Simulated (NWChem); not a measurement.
System: CH5AlO; SMILES C[O][AlH2]

```xyz
8

Al     0.0816    -1.1929    -0.0030
H      1.2493    -2.2565     0.0383
H     -1.4661    -1.5469    -0.0644
O      0.5628     0.4347     0.0218
C      0.0064     1.7055     0.0052
H     -1.0998     1.6943    -0.0378
H      0.2987     2.2709     0.9081
H      0.3676     2.2779    -0.8679
```
Atoms are numbered in this order, from 1.

All runs: NWChem. Pople sets run with spherical d functions. Coordinates come from a PBE0/def2-SVP optimisation. Vzz is the largest principal value of the second derivative of the potential at the nucleus (NWChem prints the opposite sign); η is the asymmetry. Non-relativistic.

| level | Vzz Al1 (a.u.) | η Al1 | Vzz O4 (a.u.) | η O4 | relative time |
|---|---|---|---|---|---|
| PBE/def2-TZVP | 1.191 | 0.28 | 1.519 | 0.22 | 6 |
| PBE/def2-SVP | 0.948 | 0.39 | 1.485 | 0.23 | 1 |
| PBE0/def2-SVP | 0.999 | 0.37 | 1.537 | 0.18 | 1 |
| PBE0/6-31G* | 0.942 | 0.29 | 1.508 | 0.19 | 1 |

Times are rough ratios from one shared machine.
